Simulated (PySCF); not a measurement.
Computed shifts of a molecule C4H7FO2, B3LYP/pcSseg-1 (PySCF), GIAO, gas phase, equivalent atoms averaged, in ppm (number of nuclei): ¹³C: 76.9 (1), 55.8 (1), 51.9 (1), 21.2 (1). ¹⁹F: -252.5 (1). ¹H: 2.99 (2), 2.41 (1), 1.59 (3), 1.40 (1). References: ¹³C against TMS (σ = 181.3 ppm); ¹⁹F against CFCl3 (σ = 161.7 ppm); ¹⁷O against H2O (σ = 333.8 ppm); ¹H against TMS (σ = 31.68 ppm), references at their B3LYP-D3(BJ)/def2-TZVP geometries, non-relativistic. Geometry optimised at PBE0-D3(BJ)/def2-SVP. One conformer was computed; it need not be the lowest.

Identify the compound among the candidates.
A. CO[C@H]1[C@H](O)[C@@H]1F
B. C[C@@]1(F)[C@H](O)[C@@H]1O
C. O[C@H]1COC[C@H]1F
D. C=C(F)OCOC

B, C[C@@]1(F)[C@H](O)[C@@H]1O
